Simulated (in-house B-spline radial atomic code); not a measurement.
RPA and G0W0 for Re+, [Xe] 4f14 5d5 6s1, highest spin, as one setting changes: the radius of a hard wall (bohr). Start: PBE. A dash marks a level of low quasi-particle weight. Computed with a B-spline radial code for spherical atoms: all electrons, scalar-relativistic (spin-free one-electron X2C), finite nucleus, each spin shell either full or empty, empty states to l = 9 with an (l + 1/2)⁻⁴ tail; G0W0 by contour deformation at full frequency.

Without the two-electron picture change, the correlation of inner shells comes somewhat too large for so heavy an element.

RPA overbinds a lone outer s electron by self-correlation, and G0W0 tends to as well.

```csv
radius of a hard wall (bohr),mean-field level (eV),G0W0 level (eV),RPA correlation (Eh)
2.5,39.62,6s up 33.29,-6.7502
3,?,?,?
3.5,-2.033,6s up -7.495,-6.6966
4,-7.785,6s up -12.917,-6.6884
5,?,?,?
6,-13.158,6s up -17.491,-6.675
8,-13.530,6s up -17.636,-6.6715
12,-13.552,6s up -17.621,-6.6701
```

**Question.** What belongs in the row for 3?

**Answer.** mean-field level (eV): 10.384; G0W0 level (eV): 6s up 4.533; RPA correlation (Eh): -6.7127.

**Question.** What belongs in the row for 5?

**Answer.** mean-field level (eV): -12.038; G0W0 level (eV): 6s up -16.674; RPA correlation (Eh): -6.6795.
